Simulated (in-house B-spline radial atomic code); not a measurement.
Zr is squeezed into an impenetrable sphere of radius R (the orbitals vanish at R). Caution: exact exchange at fractional occupations of open shells leaves self-interaction of up to several eV. Computed with a radial B-spline atomic code at the basis-set limit: non-relativistic PBE0, spin-polarised, spherical fractional occupations, point nucleus.

Energies in eV above the free atom in [Kr] 4d2 5s2:

```csv
R (bohr),highest level (eV),[Kr] 4d2 5s2,[Ar] 3d10 4s2 4p5 4d2 5s2 5f1,[Ar] 3d10 4s2 4p5 4d3 5s2,-dE/dV in [Kr] 4d2 5s2 (GPa)
8.81,-3.98,0.1511,48.11,28.44,0.172
6.14,-2.44,2.286,60.78,30.41,5.34
5.08,0.407,6.904,74.32,34.85,24.6
4.03,8.6,22.41,106.6,50.39,142
3.74,13.2,31.97,123.6,60.16,247
3.2,28,65.77,177.4,94.94,787
2.8,49.4,120.2,254.9,151,2100
2.2,123,343.5,538.4,380,11700
1.65,321,1101,1407,1148,81700
1.41,521,1997,2385,2050,227000
```

Task: Does [Ar] 3d10 4s2 4p5 4d2 5s2 5f1 fall below [Kr] 4d2 5s2 under compression?

Result: No, it stays above over the whole range.

Task: Does [Ar] 3d10 4s2 4p5 4d3 5s2 fall below [Kr] 4d2 5s2 under compression?

Result: No, it stays above over the whole range.

The highest level is first positive in the row R = 5.08 bohr, pushed up by confinement above the zero of the free ion's potential. Each configuration is held fixed and needn't be the lowest in the sphere.
